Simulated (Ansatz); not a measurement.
Gas-phase electronic energies from Ansatz, PBE0-D4/def2-TZVP geometries. CBS: MP2 limit from def2 TZ/QZ plus the TZ coupled-cluster correction, frozen cores. DFT in def2-TZVPP. Elements past krypton have def2 core potentials. For Se, Sn outer-core shells are correlated without core-valence functions, which leaves a few kJ/mol of doubt a bond. Scalar relativity is left out up to krypton. Each species was taken in one conformer, which may not be the lowest.

Reaction (formal exchange of groups at the Se–Sn bond): `[OH][SnH2][SeH]` + `C=C(O)CO` → `C=C([SeH])CO` + `[OH][SnH2][OH]`

```tsv
level	ΔE (eV)
PBE-D4	0.63
ωB97M-V	0.58
HF/def2-TZVPP	0.65
MP2/def2-TZVPP	0.38
CCSD/def2-TZVPP	0.47
CCSD(T)/def2-TZVPP	0.45
SCS-MP2/def2-QZVPP	0.38
HF/CBS(def2)	0.63
```

(1) What does CCSD(T)/CBS give? (An estimate is asked.)

Largest T1 diagnostic among the species: 0.014.

Results:

(1) Computed: +0.47 eV. The listed levels differ from it by 0.16, 0.11, 0.18, -0.09, 0.00, -0.02, -0.09, 0.16 eV.

In def2-TZVPP, CCSD(T) changes the Hartree–Fock value by −0.20 eV (the triples alone add −0.02 eV) and MP2 by −0.26 eV. The D4 term adds −0.04 eV with B3LYP and −0.02 eV with PBE0; it sums over pairs of atoms, weighted by their polarisabilities, and B3LYP, whose exchange is more repulsive, gets the larger term.

B3LYP here is the variant with VWN-RPA as its local correlation; programs differ in this.
